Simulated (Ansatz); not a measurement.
CuF (SMILES [F][Cu]), singlet, geometry from GFN2-xTB (such geometries of metal compounds can be far from the true shape).

Ansatz (an electronic-structure program) was given this input:
Ansatz 0.2 input:
```yaml
crystal:
  periodic: [false, false, false]
  atoms:
    - {symbol: Cu, position_ang: [-0.00000000, -0.00000000, -0.40615773]}
    - {symbol: F, position_ang: [0.00000000, 0.00000000, 1.30873047]}
basis:
  gaussian:
    orbitals: cc-pVDZ
hamiltonian:
  xc: pbe0
accuracy: high
```

Task: What number of basis functions does PBE0/cc-pVDZ run with Ansatz give?

Result: 57

Task: Predict the total energy from PBE0/cc-pVDZ.

Result: -1740.059929 Ha
